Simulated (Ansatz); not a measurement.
Mulliken charges of ClGeH₃, SMILES `[Cl][GeH3]` from ωB97M-V/def2-TZVPP in Ansatz (PBE0-D4/def2-TZVP geometry).

| atom | x (Å) | y (Å) | z (Å) | charge (e) |
| --- | --- | --- | --- | --- |
| Cl1 | -1.876 | -0.025 | 0.641 | -0.295 |
| Ge2 | 0.162 | -0.014 | -0.061 | 0.220 |
| H3 | 0.160 | 0.656 | -1.438 | 0.025 |
| H4 | 0.619 | -1.474 | -0.141 | 0.025 |
| H5 | 0.984 | 0.783 | 0.957 | 0.025 |

Question: By hand: the dipole of these point charges (1 e Å = 4.8032 D).

Answer: Σ q r = (0.633, 0.003, -0.218) e Å, of length 0.669 e Å = 3.21 D.

Question: How does the dipole of the full density compare? (Best estimate.)

Answer: The calculation gave: (0.389, 0.002, -0.134) e Å, 1.98 D; the point charges give 1.62 times that, at 0° from its direction.

Point charges leave out the atoms' own dipoles, such as those of lone pairs, and Mulliken's split depends on the basis, so the two needn't agree.
